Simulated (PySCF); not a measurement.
Electronic absorption of C6H9P

Species: C₆H₉P.
Atom-mapped SMILES: `[CH3:1][C:2]#[C:3][PH:4][CH:5]1[CH2:6][CH2:7]1` (hydrogens: H8, H9, H10 on C1; H11 on P4; H12 on C5; H13, H14 on C6; H15, H16 on C7)

Geometry (GFN2-xTB, Å), atoms numbered from 1 in this order:
```xyz
16
C6H9P angstrom
C      3.5838   -0.3920   -0.0103
C      2.2942    0.0473    0.4724
C      1.2144    0.4444    0.8312
P     -0.3366    0.9054    1.5314
C     -1.4058    0.3772    0.1260
C     -2.0560   -0.9751    0.2047
C     -2.8849    0.2568    0.3579
H      4.1838    0.4662   -0.3129
H      3.4570   -1.0533   -0.8674
H      4.1087   -0.9309    0.7784
H     -0.2515    2.2501    1.1215
H     -1.0765    0.7132   -0.8523
H     -1.8742   -1.5763    1.0843
H     -2.1452   -1.5517   -0.7040
H     -3.5502    0.5376   -0.4455
H     -3.2686    0.4902    1.3409
```

Theory: TDDFT CAM-B3LYP/def2-SVPD, vertical, gas phase, core orbitals frozen in the response (PySCF). GFN2-xTB frequencies show an imaginary mode (33i cm⁻¹), so this geometry is no minimum at that level.

```
state  E (eV)  λ (nm)       f    main configurations (H = HOMO, L = LUMO)
   S1    5.54   223.8   0.019         H→L (44%), H→L+1 (27%), H→L+2 (13%)
   S2    6.15   201.6   0.023       H→L+2 (30%), H→L+3 (16%), H-1→L (15%)
   S3    6.43   193.0  0.0036          H→L (39%), H→L+1 (39%), H→L+6 (8%)
   S4    6.54   189.6   0.019  H-1→L+2 (30%), H-1→L+3 (25%), H-1→L+4 (9%)
   S5    6.97   178.0   0.120       H→L+2 (18%), H-2→L (11%), H→L+8 (10%)
   S6    7.12   174.2   0.028                  H-1→L (49%), H-1→L+1 (29%)
   S7    7.20   172.2   0.105     H→L+3 (23%), H-1→L+1 (20%), H→L+7 (11%)
   S8    7.48   165.8   0.041     H→L+6 (23%), H→L+3 (13%), H-2→L+1 (12%)
```

Triplets, Tamm–Dancoff:

| state | E (eV) | λ (nm) | main configurations (H = HOMO, L = LUMO) |
| --- | --- | --- | --- |
| T1 | 4.91 | 252.5 | H→L (39%), H→L+1 (28%), H→L+3 (13%) |
| T2 | 5.03 | 246.5 | H→L+2 (36%), H→L (10%), H→L+3 (8%) |
| T3 | 5.39 | 230.1 | H-1→L (21%), H-1→L+1 (16%), H→L+2 (16%) |

The lowest singlet comes at 224 nm (535 kJ/mol) in the ultraviolet; it is weak; its leading configuration is HOMO→LUMO (44%). The most intense listed level is S5 at 6.97 eV (178 nm, f = 0.120), 1.43 eV above S1. Löwdin shares by element: HOMO carbon 49% or more, phosphorus 36%; LUMO carbon 35% or more, phosphorus 18% (atoms not listed hold the other 47%). The listed states span 1.94 eV, and the widest gap between neighbours is 0.61 eV (S1 to S2). The oscillator strengths of these states sum to 0.360; summed over the whole spectrum of an exact calculation they would give the number of electrons, 60 (Thomas–Reiche–Kuhn). Of the 8 states listed, 7 reach f = 0.01 and none stays under 0.0005. Singlets were solved by full linear response, triplets in the Tamm–Dancoff approximation.

One conformer stands for the species.
